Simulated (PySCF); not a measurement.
Cost of excited-state runs on `CN[C@@H](C)[C@H](C)[SiH3]`, C5H15NSi

Molfile (atoms numbered from 1):
```
C5H15NSi
     RDKit          3D

 22 21  0  0  0  0  0  0  0  0999 V2000
   -1.9859   -1.4471    0.8068 C   0  0  0  0  0  0  0  0  0  0  0  0
   -0.7031   -1.0169    0.2946 N   0  0  0  0  0  0  0  0  0  0  0  0
   -0.4980    0.4217    0.2467 C   0  0  1  0  0  0  0  0  0  0  0  0
   -0.2618    1.0575    1.6224 C   0  0  0  0  0  0  0  0  0  0  0  0
    0.6482    0.7367   -0.7269 C   0  0  2  0  0  0  0  0  0  0  0  0
    0.2020    0.4323   -2.1569 C   0  0  0  0  0  0  0  0  0  0  0  0
    2.2845   -0.1783   -0.3660 Si  0  0  0  0  0  4  0  0  0  0  0  0
   -2.0475   -2.5320    0.7237 H   0  0  0  0  0  0  0  0  0  0  0  0
   -2.1763   -1.1719    1.8550 H   0  0  0  0  0  0  0  0  0  0  0  0
   -2.7730   -1.0093    0.1916 H   0  0  0  0  0  0  0  0  0  0  0  0
    0.0437   -1.4440    0.8349 H   0  0  0  0  0  0  0  0  0  0  0  0
   -1.4208    0.8507   -0.1698 H   0  0  0  0  0  0  0  0  0  0  0  0
   -1.1169    0.8891    2.2743 H   0  0  0  0  0  0  0  0  0  0  0  0
   -0.1177    2.1307    1.5248 H   0  0  0  0  0  0  0  0  0  0  0  0
    0.6219    0.6317    2.0927 H   0  0  0  0  0  0  0  0  0  0  0  0
    0.8382    1.8141   -0.6569 H   0  0  0  0  0  0  0  0  0  0  0  0
   -0.0894   -0.6118   -2.2347 H   0  0  0  0  0  0  0  0  0  0  0  0
    1.0042    0.6251   -2.8663 H   0  0  0  0  0  0  0  0  0  0  0  0
   -0.6543    1.0461   -2.4363 H   0  0  0  0  0  0  0  0  0  0  0  0
    2.1791   -1.5979   -0.7024 H   0  0  0  0  0  0  0  0  0  0  0  0
    2.6858   -0.0472    1.0393 H   0  0  0  0  0  0  0  0  0  0  0  0
    3.3267    0.4403   -1.1914 H   0  0  0  0  0  0  0  0  0  0  0  0
  1  2  1  0
  2  3  1  0
  3  4  1  0
  3  5  1  0
  5  6  1  0
  5  7  1  0
  1  8  1  0
  1  9  1  0
  1 10  1  0
  2 11  1  0
  3 12  1  6
  4 13  1  0
  4 14  1  0
  4 15  1  0
  5 16  1  6
  6 17  1  0
  6 18  1  0
  6 19  1  0
  7 20  1  0
  7 21  1  0
  7 22  1  0
M  END
```

PySCF with density fitting, on 1 thread of an Arm Neoverse V2, shared host. Command: `OMP_NUM_THREADS=1 python excited_run.py task.json out`

(1) How long does this run take, and how much memory?
- circular dichroism and optical rotation, CAM-B3LYP/def2-SVPD; 8 states

## Answers

(1) 
| run | level | basis functions | wall time | peak memory (GiB) |
| --- | --- | --- | --- | --- |
| circular dichroism and optical rotation | CAM-B3LYP/def2-SVPD | 264 | 2.1 min | 1.2 |

Times from a shared host are rough.
